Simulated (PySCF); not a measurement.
Exercise with solution: entropy of an ideal gas

Mg(H)(SeH) (H2MgSe), SMILES [SeH][MgH].

The structure is a stationary point at PBE-D3(BJ)/def2-TZVP.

PBE-D3(BJ)/def2-TZVP in PySCF gives the harmonic wavenumbers 275, 302, 338, 465, 1601, 2333 cm⁻¹ and the rotational temperatures 11.0625, 0.1959, 0.1925 K. The molar mass is 105.29 g/mol, the symmetry number 1, the spin multiplicity 1.

Work out the entropy at 298.15 K and 1 atm in the rigid-rotor, harmonic-oscillator model.


Translation (Sackur–Tetrode at 1 atm): S = R[1.5 ln M + 2.5 ln T − 1.16487] = 166.8 J/(mol K).
Rotation: q = (√π/σ) T^1.5/√(θA θB θC) = 14100, S = R[ln q + 3/2] = 91.9 J/(mol K).
Vibration: with u = 1.4388 ν/T, each mode gives R[u/(e^u − 1) − ln(1 − e^−u)]:
```
ν (cm⁻¹)  modes     u  S (J/(mol K))
--------  -----  ----  -------------
275           1  1.33           6.55
302           1  1.46           5.88
338           1  1.63           5.11
465           1  2.24           3.15
1601          1  7.73           0.03
```
The stiffer modes add less than 0.005 each. Sum 20.7 J/(mol K).
Spin: R ln 1 = 0.0 J/(mol K).
Total 279.5 J/(mol K); the program's own thermochemistry gives 279.5. Translation makes up 60 % and vibration 7 %. Anharmonicity, hindered rotation and orbital degeneracy are left out.
